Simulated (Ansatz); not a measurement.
Ansatz (a first-principles code) input (RI-MP2/aug-cc-pV(T+d)Z):
A basis named .json is the Basis Set Exchange file of that set.

Ansatz 0.2 input:
```yaml
crystal:
  periodic: [false, false, false]
  atoms:
    - {symbol: C, position_ang: [1.48192167, -1.57840757, -0.20721912]}
    - {symbol: Si, position_ang: [0.16201532, -0.48578074, 0.03855677]}
    - {symbol: C, position_ang: [-1.44672884, -1.22941654, 0.67316683]}
    - {symbol: Cl, position_ang: [0.27648696, 1.26731704, 1.41520614]}
    - {symbol: Cl, position_ang: [-0.34938748, 0.57906127, -1.74315253]}
    - {symbol: H, position_ang: [2.36503960, -1.27366425, -0.76020021]}
    - {symbol: H, position_ang: [1.67874592, -2.30721557, 0.57763357]}
    - {symbol: H, position_ang: [-2.19125508, -0.45711762, 0.86859186]}
    - {symbol: H, position_ang: [-1.84223311, -1.94032230, -0.05417172]}
    - {symbol: H, position_ang: [-1.25035994, -1.76223648, 1.60775392]}
basis:
  gaussian:
    orbitals: aug-cc-pV_T+d_Z.json
    fitting: {mean_field: def2-universal-jkfit, correlation: aug-cc-pVTZ-RIFIT.json}
total_charge: -1
magnetization: {spin_polarized: false}
correlation: {method: mp2, electrons: outside_noble_gas}
```

Output:

```
Functional definition: HF
integrals: 0.68 GiB planned
624 factors; integrals over basis functions are off by at most 1.4e0 eV
mean field: 1.57 GiB planned
mean field evaluation 1: about -35011.3057 eV, gradient 3.7e1 eV
mean field evaluation 2: about -35014.0914 eV, gradient 1.8e1 eV
mean field evaluation 4: about -35014.9794 eV, gradient 8.8e-1 eV
mean field -35014.98371791 eV, -1286.7769176248 hartree, gradient 1.2e-6 eV, S^2 0.000000; 0 other end points of the search recorded, 0 dependent functions left out
17 core orbitals not correlated
883 factors; their error is unknown
reference -35014.98371791 eV, -1286.7769176248 hartree; 16, 16 occupied and 339, 339 virtual orbitals, 883 factors
second order -24.12827787 eV of doubles, -0.00000000 eV of singles
Total energy: -35039.11199578 eV, -1287.6636154819 hartree
```

It need not be the lowest isomer of its formula. Whether it binds its extra electron was not tested at this geometry.
